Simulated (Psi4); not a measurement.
C₆H₇F (SMILES C#C[C@]1(C)C[C@@H]1F), singlet, at a GFN2-xTB geometry; PBE0/pcseg-1 in Psi4.

Psi4 was given this input:
```
memory 2 GB

molecule {
0 1
  C     2.37159957    0.10323362    0.69149645
  C     1.20560951    0.25923229    0.46832725
  C    -0.18948831    0.44138407    0.19533983
  C    -0.62696176    1.88975573    0.12773933
  C    -1.14477228   -0.59526164    0.75213878
  C    -0.86634887   -0.55281911   -0.71382337
  F    -0.13826177   -1.56566981   -1.26048253
  H     3.39291568   -0.03025610    0.88761597
  H    -0.43678035    2.38082013    1.08059797
  H    -1.68940307    1.95730876   -0.09485418
  H    -0.07148565    2.41627541   -0.64641545
  H    -2.11361820   -0.27262677    1.10111900
  H    -0.71547038   -1.41591734    1.30645013
  H    -1.61962949   -0.21772578   -1.41748046
}

set basis pcseg-1
set diis_max_vecs 3

energy('pbe0')
print_variables()
```

**Question.** Predict the main parts of the log of this Psi4 run.

**Answer.** 
```
   => Loading Basis Set <=

    Name: PCSEG-1
    Role: ORBITAL
    Keyword: BASIS

         ---------------------------------------------------------
                                   SCF
               by Justin Turney, Rob Parrish, Andy Simmonett
                          and Daniel G. A. Smith
                              RKS Reference
         ---------------------------------------------------------

  ==> Geometry <==

    Molecular point group: c1
    Full point group: C1

    Geometry (in Angstrom), charge = 0, multiplicity = 1:

       Center              X                  Y                   Z               Mass
    ------------   -----------------  -----------------  -----------------  -----------------
         C            2.340086348875     0.167926560008     0.726764605167    12.000000000000
         C            1.174096288875     0.323925230008     0.503595405167    12.000000000000
         C           -0.221001531125     0.506077010008     0.230607985167    12.000000000000
         C           -0.658474981125     1.954448670008     0.163007485167    12.000000000000
         C           -1.176285501125    -0.530568699992     0.787406935167    12.000000000000
         C           -0.897862091125    -0.488126169992    -0.678555214833    12.000000000000
         F           -0.169774991125    -1.500976869992    -1.225214374833    18.998403162730
         H            3.361402458875     0.034436840008     0.922884125167     1.007825032230
         H           -0.468293571125     2.445513070008     1.115866125167     1.007825032230
         H           -1.720916291125     2.022001700008    -0.059586024833     1.007825032230
         H           -0.102998871125     2.480968350008    -0.611147294833     1.007825032230
         H           -2.145131421125    -0.207933829992     1.136387155167     1.007825032230
         H           -0.746983601125    -1.351224399992     1.341718285167     1.007825032230
         H           -1.651142711125    -0.153032839992    -1.382212304833     1.007825032230

  Running in c1 symmetry.

  Rotational constants: A =      0.10849  B =      0.08763  C =      0.05990 [cm^-1]
  Rotational constants: A =   3252.31536  B =   2627.04325  C =   1795.90600 [MHz]
  Nuclear repulsion =  282.287446503277465

  Charge       = 0
  Multiplicity = 1
  Electrons    = 52
  Nalpha       = 26
  Nbeta        = 26

  ==> Algorithm <==

  SCF Algorithm Type is DF.
  DIIS enabled.
  MOM disabled.
  Fractional occupation disabled.
  Guess Type is SAD.
  Energy threshold   = 1.00e-06
  Density threshold  = 1.00e-06
  Integral threshold = 1.00e-12

  ==> Primary Basis <==

  Basis Set: PCSEG-1
    Blend: PCSEG-1
    Number of shells: 63
    Number of basis functions: 133
    Number of Cartesian functions: 140
    Spherical Harmonics?: true
    Max angular momentum: 2

  ==> DFT Potential <==

   => LibXC <=

    Version 7.1.2
    S. Lehtola, C. Steigemann, M. J. T. Oliveira, and M. A. L. Marques,  SoftwareX 7, 1–5 (2018) (10.1016/j.softx.2017.11.002)

   => Composite Functional: PBE0 <=

    PBE0 Hyb-GGA Exchange-Correlation Functional

    C. Adamo and V. Barone,  J. Chem. Phys. 110, 6158 (1999) (10.1063/1.478522)
    M. Ernzerhof and G. E. Scuseria,  J. Chem. Phys. 110, 5029 (1999) (10.1063/1.478401)

    Deriv               =              1
    GGA                 =           TRUE
    Meta                =          FALSE

    Exchange Hybrid     =           TRUE
    MP2 Hybrid          =          FALSE

   => Exchange Functionals <=

    0.7500   Perdew, Burke & Ernzerhof

   => Exact (HF) Exchange <=

    0.2500               HF

   => Correlation Functionals <=

    1.0000   Perdew, Burke & Ernzerhof

   => LibXC Density Thresholds  <==

    XC_HYB_GGA_XC_PBEH:  1.00E-15

   => Molecular Quadrature <=

    Radial Scheme          =       TREUTLER
    Pruning Scheme         =           NONE
    Nuclear Scheme         =       TREUTLER

    Blocking Scheme        =         OCTREE
[...]

  Basis Set: (PCSEG-1 AUX)
    Blend: DEF2-UNIVERSAL-JKFIT
    Number of shells: 217
    Number of basis functions: 653
    Number of Cartesian functions: 767
    Spherical Harmonics?: true
    Max angular momentum: 4

  Minimum eigenvalue in the overlap matrix is 2.8552375111E-04.
  Reciprocal condition number of the overlap matrix is 4.3423879707E-05.
    Using symmetric orthogonalization.

  ==> Pre-Iterations <==

  SCF Guess: Superposition of Atomic Densities via on-the-fly atomic UHF (no occupation information).

   -------------------------
    Irrep   Nso     Nmo
   -------------------------
     A        133     133
   -------------------------
    Total     133     133
   -------------------------

  ==> Iterations <==

                           Total Energy        Delta E     RMS |[F,P]|

   @DF-RKS iter SAD:  -331.61939842879337   -3.31619e+02   0.00000e+00
   @DF-RKS iter   1:  -331.72075045247078   -1.01352e-01   6.41694e-03 ADIIS/DIIS
   @DF-RKS iter   2:  -331.67047824743474    5.02722e-02   6.83184e-03 ADIIS/DIIS
   @DF-RKS iter   3:  -332.10593521005092   -4.35457e-01   1.85235e-03 ADIIS/DIIS
   @DF-RKS iter   4:  -332.13405806716327   -2.81229e-02   4.97345e-04 ADIIS/DIIS
   @DF-RKS iter   5:  -332.13583735273352   -1.77929e-03   2.08230e-04 ADIIS/DIIS
   @DF-RKS iter   6:  -332.13615452533668   -3.17173e-04   5.23802e-05 DIIS
   @DF-RKS iter   7:  -332.13615085158000    3.67376e-06   5.40136e-05 DIIS
   @DF-RKS iter   8:  -332.13617424072788   -2.33891e-05   1.93694e-05 DIIS
   @DF-RKS iter   9:  -332.13617547211652   -1.23139e-06   1.49950e-05 DIIS
   @DF-RKS iter  10:  -332.13617706576838   -1.59365e-06   7.12067e-06 DIIS
   @DF-RKS iter  11:  -332.13617733739937   -2.71631e-07   2.75234e-06 DIIS
   @DF-RKS iter  12:  -332.13617725700061    8.03988e-08   4.03076e-06 DIIS
   @DF-RKS iter  13:  -332.13617738488512   -1.27885e-07   1.35863e-06 DIIS
   @DF-RKS iter  14:  -332.13617739725584   -1.23707e-08   6.72786e-07 DIIS
  Energy and wave function converged.

  ==> Post-Iterations <==

   Electrons on quadrature grid:
      Ntotal   =   51.9999625820 ; deviation = -3.742e-05

    Orbital Energies [Eh]
    ---------------------

    Doubly Occupied:

[...]
    Virtual:

[...]
    Final Occupation by Irrep:
              A
    DOCC [    26 ]
    NA   [    26 ]
    NB   [    26 ]

  @DF-RKS Final Energy:  -332.13617739725584

   => Energetics <=

    Nuclear Repulsion Energy =            282.2874465032774651
    One-Electron Energy =               -1010.8224005582324025
    Two-Electron Energy =                 430.7264217916616644
    DFT Exchange-Correlation Energy =     -34.3276451339625623
    Empirical Dispersion Energy =           0.0000000000000000
    VV10 Nonlocal Energy =                  0.0000000000000000
    Total Energy =                       -332.1361773972558353

Computation Completed

Properties will be evaluated at   0.000000,   0.000000,   0.000000 [a0]

Properties computed using the SCF density matrix

 Multipole Moments:

 ------------------------------------------------------------------------------------
     Multipole            Electronic (a.u.)      Nuclear  (a.u.)        Total (a.u.)
 ------------------------------------------------------------------------------------

 L = 1.  Multiply by 2.5417464519 to convert [e a0] to [Debye]
 Dipole X            :          2.5349349           -3.0966710           -0.5617361
 Dipole Y            :         -5.8293779            6.3571004            0.5277225
 Dipole Z            :         -3.1960709            3.4656517            0.2695808
 Magnitude           :                                                    0.8165245

 ------------------------------------------------------------------------------------

  Variable Map:
  ----------------------------------------------------------------------------
[...]
  Array Variable Map:
  ----------------------------------------------------------------------------
[...]
[...]
```
